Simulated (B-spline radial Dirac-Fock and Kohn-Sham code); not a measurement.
# Li 1s: cross section and angular parameters

System: the Li atom, [He] 2s1; threshold 59.42 eV (orbital energy of the model). Model: Dirac-Hartree-Slater photoionisation with a Latter tail; cross sections with all multipoles, angular parameters from the dipole term and its interference with E2. Program: a radial B-spline solver.

For linearly polarised light dσ/dΩ = σ/(4π) [1 + β P₂(cos θ) + (δ + γ cos²θ) sin θ cos φ], with θ from the polarisation vector and φ the angle between the beam and the projection of the electron momentum on the plane normal to the polarisation.

| hν (eV) | σ (kb) | β | γ |
| --- | --- | --- | --- |
| 80 | 2530 | 2.000 | 0.055 |
| 149 | 594 | 2.000 | 0.162 |
| 253 | 145 | 2.000 | 0.275 |
| 300 | 90.7 | 2.000 | 0.314 |
| 346 | 60.6 | 2.000 | 0.349 |
| 427 | 33.1 | 2.000 | 0.404 |
| 600 | 12.3 | 2.000 | 0.502 |
| 683 | 8.39 | 2.000 | 0.545 |
| 793 | ? | ? | ? |
| 800 | 5.22 | 2.000 | 0.601 |
| 803 | 5.16 | 2.000 | 0.603 |
| 1000 | 2.65 | 2.000 | 0.688 |
| 1080 | 2.09 | 2.000 | 0.720 |
| 1310 | 1.15 | 2.000 | 0.805 |
| 1350 | 1.05 | 2.000 | 0.819 |
| 1486.9 | 0.774 | 2.000 | 0.865 |
| 2160 | 0.237 | 2.000 | 1.064 |
| 2220 | 0.217 | 2.000 | 1.080 |
| 2380 | 0.174 | 2.000 | 1.121 |
| 2450 | 0.158 | 2.000 | 1.139 |
| 3090 | 0.0748 | 2.000 | 1.289 |
| 3850 | 0.0365 | 2.000 | 1.447 |
| 4000 | 0.0322 | 2.000 | 1.477 |
| 4140 | 0.0288 | 2.000 | 1.503 |
| 5340 | 0.0125 | 2.000 | 1.714 |
| 6680 | 0.00593 | 2.000 | 1.923 |
| 8880 | 0.00230 | 2.000 | 2.221 |
| 12000 | 0.000838 | 2.000 | 2.585 |

Question: Give the values at 793 eV.

Answer: σ = 5.36 kb, β = 2.000, γ = 0.598. For an s subshell δ is negligible.

Values without a named source are computed, but for edge energies of neutral atoms, which are taken from tables.
